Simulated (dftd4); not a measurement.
C2H7O (SMILES CC[OH2+]), charge +1, singlet, geometry from GFN2-xTB; D4 for pbe (dftd4 4.2.0).

dftd4 was given this input:
```
$ dftd4 mol.xyz --func pbe --charge 1 --json dftd4.json --noedisp --grad

# file mol.xyz
10

C      1.19583758     0.44969545     0.01635498
C      0.11244085    -0.58985777    -0.10810486
O     -1.23887289     0.00688410     0.06505552
H      2.16079891    -0.03208078    -0.11694929
H      1.10785954     1.21818296    -0.74879306
H      1.19800139     0.91487790     0.99990230
H      0.18900047    -1.36284552     0.65772566
H      0.09877132    -1.05924675    -1.09266312
H     -1.38731690     0.69064509    -0.62525076
H     -1.30580219     0.41636824     0.95608340
```

It wrote (shortened):

```
                    ____  _____ _____     ____  _  _
      -------------|  _ \|  ___|_   _|---|  _ \| || |------------
     |             | | | | |_    | | ___ | | | | || |_           |
     |             | |_| |  _|   | ||___|| |_| |__   _|          |
     |             |____/|_|     |_|     |____/   |_|            |
     |             ===================================           |
     |            E. Caldeweyher, S. Ehlert & S. Grimme          |
     |          Mulliken Center for Theoretical Chemistry        |
     |                    University of Bonn                     |
      -----------------------------------------------------------

Rational (Becke-Johnson) damping: pbe-D4-ATM
---------------------
  s6         1.0000
  s8         0.9595
  s9         1.0000
  a1         0.3857
  a2         4.8069
 alp        16.0000
--------------------

Dispersion energy:      -3.3370537586168E-03 Eh

Gradient norm:           1.7302509181514E-04 Eh/a0
--------------------------------------------------
     #    Z           dE/dx      dE/dy      dE/dz
--------------------------------------------------
     1    6 C     8.416E-05  2.483E-05 -3.198E-08
     2    6 C     2.464E-06 -2.413E-05 -4.312E-06
     3    8 O    -1.186E-04 -1.118E-05  4.175E-06
     4    1 H     4.118E-05  3.053E-06 -1.593E-06
     5    1 H     3.139E-05  2.300E-05 -1.319E-05
     6    1 H     3.294E-05  1.778E-05  1.695E-05
     7    1 H    -8.367E-06 -1.682E-05  5.165E-06
     8    1 H    -9.131E-06 -1.425E-05 -9.651E-06
     9    1 H    -2.795E-05 -1.312E-06  2.215E-06
    10    1 H    -2.805E-05 -9.753E-07  2.757E-07
--------------------------------------------------

Virial:
--------------------------------------------------
      component           x          y          z
--------------------------------------------------
          x       9.147E-04  1.752E-04 -1.296E-05
          y       1.752E-04  2.007E-04  1.299E-05
          z      -1.296E-05  1.299E-05  7.666E-05
--------------------------------------------------

[Info] Dispersion results written to 'dftd4.txt'
[Info] JSON dump of results written to 'dftd4.json'
```
